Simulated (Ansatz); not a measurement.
One change: `[SeH][SiH]1C[SiH2]1` becomes `C1[SiH2][SiH2]1`.

Ansatz, PBE0-D4/def2-TZVP geometries, multiplicity 1. Each molecule was computed in one conformer, which needn't be the lowest.

Scalar relativity is left out up to krypton.

| property | `[SeH][SiH]1C[SiH2]1` |
| --- | --- |
| HOMO–LUMO gap (ωB97M-V/def2-TZVPP) / eV | 10.12 |
| size of the dipole moment (ωB97M-V/def2-TZVPP) / D | 1.10 |
| LUMO energy (PBE0/def2-TZVPP) / eV | -0.48 |
| HOMO–LUMO gap (PBE/def2-TZVPP) / eV | 4.49 |
| LUMO energy (PBE/def2-TZVPP) / eV | -1.34 |
| size of the dipole moment (B3LYP/def2-TZVPP) / D | 1.11 |

Q: Give the same properties after the change, and the shifts. (An estimate is asked.)

A: Computed: 
```
                                          property  `C1[SiH2][SiH2]1`  shift
           HOMO–LUMO gap (ωB97M-V/def2-TZVPP) / eV              10.24   0.12
size of the dipole moment (ωB97M-V/def2-TZVPP) / D               0.35  -0.75
                LUMO energy (PBE0/def2-TZVPP) / eV              -0.15   0.33
               HOMO–LUMO gap (PBE/def2-TZVPP) / eV               4.76   0.27
                 LUMO energy (PBE/def2-TZVPP) / eV              -0.97   0.37
  size of the dipole moment (B3LYP/def2-TZVPP) / D               0.39  -0.72
```

With PBE0 the HOMO rises by 0.11 eV and the LUMO rises by 0.33 eV, so the gap widens by about 0.22 eV. PBE moves the HOMO by 0.10 eV and ωB97M-V by 0.10 eV. Dipoles are sizes alone; their direction can turn.

B3LYP here is the variant with VWN-RPA as its local correlation; programs differ in this.

Spin–orbit coupling is left out; it splits and shifts lone-pair levels of the heavy atoms by tenths of an eV.
